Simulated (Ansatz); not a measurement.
Correlation energies of C10H18ClHfN, SMILES `CC[C@@]12[C@H]3[C@H]4[C@H]5[C@@H]1[Hf]4532([CH3])([Cl])[N](C)C` by basis set

```csv
atom,x (Å),y (Å),z (Å)
C1,1.174,3.280,1.386
C2,2.053,2.042,1.365
C3,1.719,1.061,0.284
C4,2.002,-0.328,0.314
C5,1.602,-0.903,-0.915
C6,1.029,0.120,-1.694
C7,1.099,1.326,-0.954
Hf8,-0.503,-0.251,0.249
C9,-2.019,1.123,-0.651
Cl10,-0.676,0.071,2.606
N11,-1.303,-2.074,-0.142
C12,-1.653,-2.451,-1.489
C13,-1.413,-3.176,0.782
H14,1.475,3.951,2.193
H15,0.125,3.017,1.547
H16,1.243,3.840,0.451
H17,3.100,2.342,1.241
H18,1.995,1.533,2.331
H19,2.461,-0.853,1.140
H20,1.694,-1.943,-1.192
H21,0.605,0.011,-2.682
H22,0.731,2.284,-1.289
H23,-2.999,0.854,-0.237
H24,-1.840,2.178,-0.415
H25,-2.096,1.048,-1.742
H26,-1.016,-3.266,-1.867
H27,-1.553,-1.604,-2.175
H28,-2.696,-2.791,-1.552
H29,-0.756,-4.013,0.499
H30,-1.146,-2.865,1.794
H31,-2.440,-3.565,0.816
```

Charge 0, multiplicity 1. Correlated methods include outer-core shells of Hf, which these sets cover unevenly. Hf: def2 effective core potential. Geometry: relaxed with PBE0-D4/def2-TZVP. It is one conformer, not always the lowest. Frozen core, restricted reference, the Gaussian-basis code of Ansatz.

| basis | HF (Eh) | MP2 corr. | CCSD corr. | (T) | CCSD(T) total |
| --- | --- | --- | --- | --- | --- |
| def2-SVP | -950.24451 | -1.95069 | -2.05229 | -0.07757 | -952.37437 |
| def2-TZVPP | -950.90259 | -2.44986 | -2.52243 | -0.12018 | -953.54520 |
| def2-QZVPP | -950.93541 | -2.63378 | – | – | – |
